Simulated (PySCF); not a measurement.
**Heteronuclear NMR**

Atom-mapped SMILES (the numbers label the heavy atoms): `[CH3:1][O:2][C@H:3]1[CH2:4][N:5]([SiH3:6])[N:7]=[C:8]1[CH3:9]`. Hydrogens are named by the atom that carries them. Ha(C4) is cis to O2 on the ring; Hb(C4) is trans to O2 on the ring.

PySCF calculation with coordinates at the GFN2-xTB level and σ from GIAO-PBE0/pcSseg-1; isolated molecule, rapidly exchanging positions averaged, one conformer, non-relativistic Hamiltonian.

Question: Where does ²⁹Si resonate?

Answer: 
```json
{"atoms": "Si6", "environment": "silicon bonded to N, 3 H", "σ (ppm)": "405.0", "δ (ppm)": "-53.0"}
```

Shieldings were converted by a linear fit to measured shifts: ²⁹Si (scatter 8.9 ppm rms, 25.8 ppm with the 6 outliers that the fit left out vs TMS, solution or neat liquid). A few per cent of atoms miss by over 2 rms, more outside the fitted compound classes.

On a 500 MHz spectrometer ²⁹Si resonates near 99.3 MHz, so 1 ppm is 99.3 Hz.

Question: What are the ¹⁵N shifts?

Answer: 
```tsv
atoms	environment	σ (ppm)	δ (ppm)
N7	imine nitrogen	-111.1	-45.7
N5	nitrogen bonded to O or N	143.1	-280.0
```

Shieldings were converted by a linear fit to measured shifts: ¹⁵N (scatter 6.3 ppm rms vs CH3NO2, solution or neat liquid). Occasional misses reach two or three times the rms, and more in compound classes unlike the fitted ones.

On a 600 MHz spectrometer ¹⁵N resonates near 60.8 MHz, so 1 ppm is 60.8 Hz.

Question: Where does ¹⁷O resonate?

Answer: 
| atoms | environment | σ (ppm) | δ (ppm) |
| --- | --- | --- | --- |
| O2 | ether oxygen | 284.5 | 7.6 |

Shieldings were converted by a linear fit to measured shifts: ¹⁷O (scatter 10.7 ppm rms, 12.2 ppm with the 3 outliers that the fit left out vs liquid water, solution or neat liquid). Occasional misses reach two or three times the rms, and more in compound classes unlike the fitted ones.

On a 500 MHz spectrometer ¹⁷O resonates near 67.8 MHz, so 1 ppm is 67.8 Hz.
